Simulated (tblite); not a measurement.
Compound: C₄H₂FOS (doublet state).
SMILES with atom numbers: `[F:1][c:2]1[c:3][o:4][cH:5][c:6]1[SH:7]` (hydrogens: H8 on C5; H9 on S7)
Bond orders are those of one Lewis drawing.

Computed with GFN2-xTB (tblite), gas phase: L-BFGS steps from a force-field or distance-geometry start until the largest atomic force falls under 0.01 eV/Å.

Step 10: E = -584.8874 eV
```
atom  x, y, z in Å  |  force x, y, z in eV/Å
F1      0.6225    2.0410   -0.6288    0.102   0.007   0.027
C2     -0.1489    0.9922   -0.3504    0.012   0.031  -0.053
C3     -1.4960    0.8905   -0.4170   -0.100  -0.041   0.093
O4     -1.8948   -0.3293   -0.0853   -0.181  -0.117   0.004
C5     -0.8205   -1.0302    0.3194   -0.045   0.039  -0.089
C6      0.3064   -0.2655    0.1606    0.061  -0.012  -0.015
S7      1.9387   -0.7088    0.5695    0.112   0.045   0.143
H8     -0.9457   -2.0303    0.6828   -0.058   0.043  -0.020
H9      2.4519    0.4462    0.1513    0.098   0.004  -0.090
```

Step 11: E = -584.8900 eV
```
atom  x, y, z in Å  |  force x, y, z in eV/Å
F1      0.6250    2.0413   -0.6278    0.071  -0.035   0.038
C2     -0.1480    0.9914   -0.3531   -0.009   0.017  -0.024
C3     -1.4962    0.8926   -0.4100   -0.106  -0.043   0.039
O4     -1.8964   -0.3309   -0.0898   -0.161  -0.088   0.052
C5     -0.8242   -1.0316    0.3192    0.010   0.046  -0.121
C6      0.3041   -0.2677    0.1582    0.133   0.009   0.003
S7      1.9386   -0.7041    0.5754    0.071   0.067   0.126
H8     -0.9460   -2.0322    0.6835   -0.072   0.058  -0.030
H9      2.4567    0.4470    0.1465    0.063  -0.030  -0.082
```

Step 12: E = -584.8934 eV
```
atom  x, y, z in Å  |  force x, y, z in eV/Å
F1      0.6292    2.0406   -0.6256   -0.010  -0.095   0.046
C2     -0.1489    0.9906   -0.3565   -0.038  -0.024   0.025
C3     -1.4994    0.8925   -0.4029   -0.069  -0.012  -0.023
O4     -1.9023   -0.3343   -0.0926   -0.025  -0.008   0.081
C5     -0.8289   -1.0326    0.3169    0.096   0.041  -0.125
C6      0.3028   -0.2695    0.1561    0.134   0.026   0.008
S7      1.9419   -0.6970    0.5830   -0.022   0.094   0.088
H8     -0.9501   -2.0326    0.6830   -0.069   0.049  -0.031
H9      2.4692    0.4482    0.1407    0.003  -0.072  -0.069
```

Step 13: E = -584.8954 eV
```
atom  x, y, z in Å  |  force x, y, z in eV/Å
F1      0.6317    2.0391   -0.6239   -0.044  -0.101   0.044
C2     -0.1496    0.9898   -0.3580   -0.061  -0.035   0.048
C3     -1.5016    0.8927   -0.3984   -0.023   0.003  -0.052
O4     -1.9050   -0.3364   -0.0932    0.065   0.037   0.084
C5     -0.8292   -1.0325    0.3133    0.097  -0.002  -0.096
C6      0.3040   -0.2700    0.1545    0.083   0.035   0.002
S7      1.9432   -0.6927    0.5900   -0.055   0.096   0.069
H8     -0.9521   -2.0314    0.6823   -0.058   0.043  -0.034
H9      2.4722    0.4473    0.1355   -0.004  -0.075  -0.065
```

**Question.** Estimate the geometry and energy of step 14. (The exact step hangs on the optimiser's Hessian estimate; all steps are aligned on step 13, rigid shifts and turns removed.)

**Answer.** E = -584.8984 eV, largest force 0.188 eV/Å
```
atom  x, y, z in Å  |  force x, y, z in eV/Å
F1      0.6346    2.0348   -0.6204   -0.070  -0.066   0.027
C2     -0.1517    0.9881   -0.3593   -0.061  -0.023   0.070
C3     -1.5054    0.8932   -0.3924    0.037   0.014  -0.076
O4     -1.9074   -0.3388   -0.0926    0.158   0.079   0.064
C5     -0.8276   -1.0328    0.3057    0.080  -0.047  -0.030
C6      0.3074   -0.2700    0.1520   -0.038   0.019  -0.007
S7      1.9439   -0.6843    0.6028   -0.075   0.073   0.050
H8     -0.9558   -2.0284    0.6806   -0.031   0.010  -0.032
H9      2.4757    0.4442    0.1257    0.000  -0.059  -0.065
```

The energy changes by -0.0029 eV. The first-order estimate −F·Δx gives -0.0042 eV and the mean of the old and new forces, exact on a quadratic surface, -0.0029 eV. The step makes an angle of 55° with the force vector and moves no atom by more than 0.015 Å.

The cost below is that of the whole relaxation. The run took 0.18 s wall on one thread, Arm Neoverse V2 (aarch64) (shared host).
